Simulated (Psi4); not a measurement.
F2Zn (SMILES [F][Zn][F]), singlet, geometry from GFN2-xTB (such geometries of metal compounds can be far from the true shape). Base run: PBE/3-21G run with Psi4.

Psi4 was given this input:
```
memory 2 GB

molecule {
0 1
  Zn    0.11178456    0.21961568    0.22606771
  F    -0.39394830    0.70092960   -1.31061117
  F     0.02133311   -1.43298187    0.55705213
}

set basis 3-21g

energy('pbe')
print_variables()
```

The base run was repeated with changes; each row names its change, and settings that it needs were set with it.

```json
[
 {"change": "base", "basis functions": "47", "E (Eh)": "-1968.88317", "dipole (D)": "3.11"},
 {"change": "basis = cc-pVDZ-DK; relativity = none (with scf_type pk)", "basis functions": "71", "E (Eh)": "-1969.56997", "dipole (D)": "3.57"},
 {"change": "basis = cc-pVTZ-DK; relativity = none (with scf_type pk)", "basis functions": "128", "E (Eh)": "-1969.68956", "dipole (D)": "3.86"},
 {"change": "basis = cc-pVDZ-DK; relativity = spin-free X2C (with scf_type pk)", "basis functions": "71", "E (Eh)": "-1995.37072", "dipole (D)": "3.37"},
 {"change": "basis = cc-pVTZ-DK; relativity = spin-free X2C (with scf_type pk)", "basis functions": "128", "E (Eh)": "-1995.45167", "dipole (D)": "3.67"}
]
```

Totals shift with the method and basis; they matter in differences.

Basis sets contracted for a relativistic Hamiltonian are a mismatch without it, so the rows without relativity aren't non-relativistic limits. No row has spin-orbit coupling; sets with core potentials leave out the core electrons.
